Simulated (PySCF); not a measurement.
## Dipole response of Ar²⁺ (argon, charge +2)

[Ne] 3s2 3p4, high-spin 3P determinant. Computed with PySCF 2.14 in ANO-RCC-VTZP (5s4p2d1f, 34 functions), with scalar relativity by spin-free X2C-1e. Coupled (time-dependent) response in atomic units; α is the mean over directions. The basis has no added diffuse functions, which lowers α and C₆.

```json
{"method": "UHF", "mean α (bohr³)": "4.560", "α xx, yy, zz": "4.638, 4.404, 4.638", "C₆ (like pair)": "16.05", "S(−4)": "4.726"}
{"method": "PBE", "mean α (bohr³)": "4.587", "α xx, yy, zz": "4.634, 4.492, 4.634", "C₆ (like pair)": "16.23", "S(−4)": "4.701"}
{"method": "PBE0", "mean α (bohr³)": "4.566", "α xx, yy, zz": "4.621, 4.454, 4.621", "C₆ (like pair)": "16.10", "S(−4)": "4.672"}
{"method": "BHandHLYP", "mean α (bohr³)": "4.547", "α xx, yy, zz": "4.607, 4.426, 4.607", "C₆ (like pair)": "16.02", "S(−4)": "4.610"}
{"method": "CAM-B3LYP", "mean α (bohr³)": "4.565", "α xx, yy, zz": "4.616, 4.462, 4.616", "C₆ (like pair)": "16.13", "S(−4)": "4.632"}
```

S(−4) is the Cauchy moment in α(ω) = α(0) + S(−4) ω² + …

α(iu) at CAM-B3LYP:

| u (hartree) | α(iu) (bohr³) |
| --- | --- |
| 0 | 4.565 |
| 0.0500 | 4.553 |
| 0.100 | 4.519 |
| 0.200 | 4.388 |
| 0.300 | 4.188 |
| 0.500 | 3.667 |
| 0.750 | 2.963 |
| 1.00 | 2.345 |
| 1.50 | 1.481 |
| 2.00 | 0.9859 |
| 3.00 | 0.5140 |
| 5.00 | 0.2119 |

A single London oscillator, α(iu) = α/(1 + u²/ω²), gives C₆ = (3/4) ω α². Matching the computed C₆ needs ω = 4 × 16.13 / (3 × 4.565²) = 1.03 hartree.

For an ion, C₆ is the dispersion term alone; charge-induced terms of lower order in 1/R come first.

The components differ because the open shell of this determinant is not spherical; for a pure term their mean is the scalar polarisability.
